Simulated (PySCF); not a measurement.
Polarisability and C₆ of Bi(43+) (bismuth, charge +43)

[Kr] 4d4, high-spin 5D determinant. All numbers are calculated (PySCF 2.14, no relativity, point nucleus, in an uncontracted even-tempered set (17 s from 5 bohr⁻², ratio 2.5; 12 p from 6.4 bohr⁻², ratio 2.5; 9 d from 6.4 bohr⁻², ratio 2.5; 4 f from 28 bohr⁻², ratio 2.7; 3 g from 42 bohr⁻², ratio 2.7)). Coupled (time-dependent) response in atomic units; α is the mean over directions.

```csv
method,mean α (bohr³),"α xx, yy, zz",C₆ (like pair),S(−4)
PBE0,0.02992,"0.03110, 0.03110, 0.02756",0.007644,0.0003971
```

S(−4) is the Cauchy moment in α(ω) = α(0) + S(−4) ω² + …

Spin-orbit coupling is absent.

α(iu) at PBE0:

```tsv
u (hartree)	α(iu) (bohr³)
0	0.02992
1.00	0.02953
2.00	0.02843
4.00	0.02493
6.00	0.02105
8.00	0.01766
10.0	0.01498
15.0	0.01061
20.0	0.008155
30.0	0.005584
50.0	0.003411
```

For an ion, C₆ is the dispersion term alone; charge-induced terms of lower order in 1/R come first.

The components differ because the open shell of this determinant is not spherical; for a pure term their mean is the scalar polarisability.

A non-relativistic calculation at this Z misses sizeable relativistic shifts. Spin-orbit coupling is strong in this species (close to jj coupling), so the high-spin LS determinant is a model state, not a physical level.
